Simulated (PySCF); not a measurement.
Ti(OH)2(NH2)2 (H₆N₂O₂Ti), SMILES [NH2][Ti]([NH2])([OH])[OH], multiplicity 1.

Coordinates come from a B3LYP-D3(BJ)/def2-SVP optimisation. The multiplicity is an assumed one; no other spin state was optimised. The structure was generated by enumeration; whether it is a known compound was not checked. The values are those of a single conformer.

Vertical ionisation energy (IE) and electron affinity (EA) in eV. Rows of orbital energies are one-electron estimates. Where ΔSCF, EOM or ADC give a negative EA the extra electron is unbound and the value depends on the basis.

```
level                                          IE    EA
-------------------------------------------  ----  ----
−ε(HOMO), −ε(LUMO), B3LYP/def2-TZVP (PySCF)  6.76  1.16
−ε(HOMO), −ε(LUMO), PBE/def2-TZVP (PySCF)    5.59  1.89
```
